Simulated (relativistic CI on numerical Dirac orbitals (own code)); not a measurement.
# From line strength to rate: Li 6707.93 Å (air)

Problem. For 2s 2S_1/2 – 2p 2P°_1/2 of Li a semi-empirical relativistic CI calculation gives the line strength S = 11.31 e²a₀² in the length gauge. The measured levels are 0.00 and 14903.62 cm⁻¹ (NIST Handbook). Find gf, f, A and the partial lifetime.

Working.
1. σ = 14903.62 − 0.00 = 14903.62 cm⁻¹, so the vacuum wavelength is 10⁸/σ = 6709.78 Å.
2. gf = 303.756 S/λ(Å) = 0.5121, log gf = -0.291; with g = 2 for the lower level, f = 0.256.
3. A = 2.02613 × 10¹⁸ S/(g_u λ³) with g_u = 2: A = 3.79 × 10^7 s⁻¹.
4. The partial lifetime for this S is 1/A = 26.4 ns; in the calculation this line carries 100 % of the decay of the upper level.

Check. The Handbook lists A = 3.69 × 10^7 s⁻¹, a tabulated value with its own uncertainty (a few per cent for the best lines, 25 % or more for others); ours lies 3 % above it. The velocity form of the same calculation gives S = 13.5, and the gap between the two forms is a rough gauge of the error in S. With the computed energy (13459 cm⁻¹) in place of the measured one the rate would change by the factor (σ_calc/σ)³ = 0.74.
